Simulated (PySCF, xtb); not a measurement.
Ag2, SMILES [Ag][Ag], multiplicity 1.

Harmonic wavenumbers (cm⁻¹) from GFN2-xTB in xtb at its own minimum, in rising order: 183.

Task: What does PBE0-D3(BJ)/def2-TZVPD in PySCF give at its own minimum? (Estimate from the structure and the level; the computed values follow.)

Result: 181. Paired by order, the mean absolute difference is 2 cm⁻¹ and the zero-point energies are 0.3 and 0.3 kcal/mol.
